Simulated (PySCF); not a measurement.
## C₆ coefficients of unlike pairs at UHF

Calculated with PySCF 2.14 from the dipole response of each species, C₆(A,B) = (3/π) ∫ α_A(iu) α_B(iu) du, in atomic units, from isotropic polarisabilities. For ions this is the dispersion term alone; charge-induced terms of lower order in 1/R come first.

```tsv
species	configuration	basis	relativity	α (bohr³)	C₆ (like pair)
Cr	[Ar] 3d5 4s1 (7S)	aug-cc-pVTZ-DK (8s7p5d3f2g)	spin-free X2C	106.7	968.3
Cu+	[Ar] 3d10 (1S)	aug-cc-pVDZ-PP with ECP10MDF (5s5p4d2f)	core potential	4.191	10.21
Pd(3+)	[Kr] 4d7 (4F)	def2-QZVPPD with the def2 core potential (28 electrons) (7s5p4d4f2g)	core potential	4.002	17.81
Sn	[Kr] 4d10 5s2 5p2 (3P)	aug-cc-pV5Z-PP with ECP28MDF (8s8p6d4f3g2h)	core potential	57.16	633.1
```

Q: Estimate C₆ for Sn with Cr.

A: The integral gives 734.4. The combination rule 2 C_A C_B / (C_A α_B/α_A + C_B α_A/α_B) gives 720.9 and the geometric mean 782.9.

No spin-orbit coupling is included.

The other pairs:

| pair | C₆ |
| --- | --- |
| Pd(3+), Cr | 78.40 |
| Sn, Cu+ | 69.09 |
| Sn, Pd(3+) | 80.91 |
| Pd(3+), Cu+ | 13.20 |
| Cu+, Cr | 70.93 |
